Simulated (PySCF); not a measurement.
Structure problem from calculated spectra and properties.

Formula: C2H11ClOSi4.

| Item | Value |
| --- | --- |
| 13C NMR | chemical shifts (computed TMS as zero) by class: 258.5 (1 C), 40.5 (1 C) ppm [GIAO PBE0/pcSseg-1] |
| Rotational structure | rotational constants A, B, C: 0.974, 0.548, 0.539 GHz [GFN2-xTB] |
| Dipole | 3.39 D [PBE0/pcSseg-1] |
| NMR, other nuclei | isotropic shieldings of nuclei other than C and H, by class: -505 (1 O), 368 (1 Si), 407 (1 Si), 445 (2 Si), 1046 (1 Cl) ppm [GIAO PBE0/pcSseg-1] |
| 1H NMR | chemical shifts (computed TMS as zero) by class: 4.94 (2 H), 3.88 (6 H), 2.50 (3 H) ppm [GIAO PBE0/pcSseg-1] |

Gas-phase values; electronic properties from PySCF, density fitting. Levels stand in brackets. One conformer (not necessarily the lowest) at the GFN2-xTB geometry, without solvent, vibrations or thermal averaging. GFN2-xTB frequencies show an imaginary mode (30i cm⁻¹), so this geometry is no minimum at that level. NMR classes are plain means over equivalent atoms (diastereotopic ones count apart unless rotation or inversion swaps them), as if these changed places fast.

Task: Give a SMILES that accounts for the data.

Result: Numbering: `[CH3:1][C:2](=[O:3])[SiH2:4][Si:5]([SiH3:6])([SiH3:7])[Cl:8]`. Its formula, C2H11ClOSi4, gives 1 degree of unsaturation: 0 rings and 1 π bond in the structure found. 2 carbons fall into 2 classes; from least to most shielded: carbonyl carbon [C2] (258.5 ppm), methyl carbon next to a carbonyl [C1] (40.5 ppm). Hydrogen classes from least to most shielded: 2 H on an SiH2 silicon, Si4 (4.94 ppm), 6 H on 2 SiH3 silicons, Si6/Si7 (3.88 ppm), 3 H on a methyl carbon next to a carbonyl, C1 (2.50 ppm). The other shieldings belong to: -505 ppm, carbonyl oxygen [O3]; 368 ppm, chlorine-bound silicon [Si5]; 407 ppm, SiH2 silicon [Si4]; 445 ppm, SiH3 silicon [Si6/Si7]; 1046 ppm, silicon-bound chlorine [Cl8]. The optimised geometry has point group Cs and is an asymmetric top. Structure: `CC(=O)[SiH2][Si]([SiH3])([SiH3])Cl`. Computed isomers that give other values at the same levels: `C[SiH2][Si@H]([SiH2]Cl)[SiH2]C=O` (13C chemical shifts (computed TMS as zero) by class: 255.7 (1 C), -6.3 (1 C) ppm). The assignments are read from this structure; whether some other isomer fits the data as well wasn't checked.

Shape of the structure used: `[CH3:1][C:2](=[O:3])[SiH2:4][Si:5]([SiH3:6])([SiH3:7])[Cl:8]`: C1–C2–Si4–Si5 180°, C2–Si4–Si5–Si6 -68°.
